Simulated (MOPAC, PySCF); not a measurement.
CH$_{5}$BS, SMILES `BSC` (H–B–S–C torsion 180°), neutral singlet in the gas phase. 

Cartesian coordinates (Å):
SMILES: BSC
```xyz
8

B      1.5120     0.4022     0.3972
S     -0.1000     0.9235     0.8593
C     -1.2009    -0.2974     0.0893
H      2.4130     1.0620     0.7948
H      1.6662    -0.5617    -0.2790
H     -2.2247    -0.0122     0.3182
H     -1.0026    -1.2859     0.4940
H     -1.0588    -0.3010    -0.9877
```
Charge 0, spin multiplicity 1.

All levels are single points at this geometry (M06-2X/def2-TZVP); Pople sets use spherical d functions. Orbital energies aren't observables, and empty levels follow the basis.

| level | HOMO (eV) | LUMO (eV) | gap (eV) | dipole (D) | vertical IE, Delta-SCF (eV) |
|---|---|---|---|---|---|
| M06-2X/def2-TZVP in PySCF | -8.88 | -0.27 | 8.62 | 1.64 | 10.12 |
| PBE-D3(BJ)/def2-TZVP in PySCF | -6.69 | -2.09 | 4.60 | 1.78 | 10.05 |
| B3LYP/3-21G in PySCF | -7.64 | -1.16 | 6.48 | 1.82 | – |
| B3LYP/6-311+G** in PySCF | -7.60 | -1.40 | 6.20 | 1.72 | – |
| B3LYP/6-31G* in PySCF | -7.42 | -0.97 | 6.45 | 1.73 | 10.05 |
| BP86/6-31G* in PySCF | -6.64 | -1.84 | 4.80 | 1.80 | – |
| M06-2X/6-31G* in PySCF | -8.79 | 0.14 | 8.94 | 1.68 | – |
| PBE/6-31G* in PySCF | -6.55 | -1.76 | 4.79 | 1.80 | 10.02 |
| SVWN5/6-31G* in PySCF | -6.65 | -1.97 | 4.68 | 1.86 | 10.21 |
| HF/3-21G in PySCF | -10.47 | 2.54 | 13.02 | 1.86 | – |
| HF/6-31G* in PySCF | -10.28 | 2.88 | 13.16 | 1.66 | 8.94 |
| HF/STO-3G in PySCF | -7.87 | 7.31 | 15.18 | 1.08 | – |
| AM1 in MOPAC | -9.86 | 0.59 | 10.45 | 1.55 | – |
